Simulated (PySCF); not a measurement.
Species: trifluorosilane, sum formula SiHF₃, charge 0, multiplicity 1. SMILES: F[SiH](F)F
Geometry from a B3LYP-D3(BJ)/def2-TZVP (Ansatz) optimisation:
```
Si
F 1 1.5787
F 1 1.5787 2 108.26
F 1 1.5787 2 108.26 3 -117.16
H 1 1.4565 2 110.65 3 121.42
```

Dispersion corrections to the total energy (kcal/mol) from the dftd3 and dftd4 libraries through PySCF: D3(BJ) without and D4 with the three-body term, each with the damping fitted for the functional named.

```json
[
 {"functional": "BHLYP", "D3(BJ)": "-1.97", "D4": "-1.95"},
 {"functional": "LC-wPBE", "D3(BJ)": "…", "D4": "-1.84"},
 {"functional": "TPSS", "D3(BJ)": "-1.71", "D4": "…"},
 {"functional": "BLYP", "D3(BJ)": "-3.02", "D4": "-3.79"},
 {"functional": "revPBE", "D3(BJ)": "-3.56", "D4": "-5.60"},
 {"functional": "BP86", "D3(BJ)": "…", "D4": "-2.14"},
 {"functional": "PW6B95", "D3(BJ)": "-0.67", "D4": "-1.57"}
]
```

Problem. What belongs in the gaps?

Solution. 
- LC-wPBE, D3(BJ): -1.26
- TPSS, D4: -2.24
- BP86, D3(BJ): -2.19
